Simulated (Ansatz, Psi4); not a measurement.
Input for Psi4:
```
memory 2 GB

molecule mol {
1 2
  F    -0.000000   -0.000000   -0.104433
  H     0.000000    0.000000    0.939898
}

set basis def2-svpd
set reference uks
set scf_type pk
set puream true
set d_convergence 1e-8
set dft_radial_points 99
set dft_spherical_points 590

energy('wb97x-v')
print_variables()
```

Task: Give the equivalent Ansatz (an electronic-structure program) input.

Result: One answer among several that fit: 
Ansatz 0.2 input:
```yaml
crystal:
  periodic: [false, false, false]
  atoms:
    - {symbol: F, position_ang: [-0.00000000, -0.00000000, -0.10443316]}
    - {symbol: H, position_ang: [0.00000000, 0.00000000, 0.93989843]}
basis:
  gaussian:
    orbitals: def2-SVPD
hamiltonian:
  xc: {name: wB97X-V}
total_charge: 1
magnetization: {spin_polarized: true, initial_magnetization: 1}
accuracy: high
```

Both were run: Psi4 gave -99.745595 Eh and Ansatz -99.745594 Eh, 0.000 mEh apart.
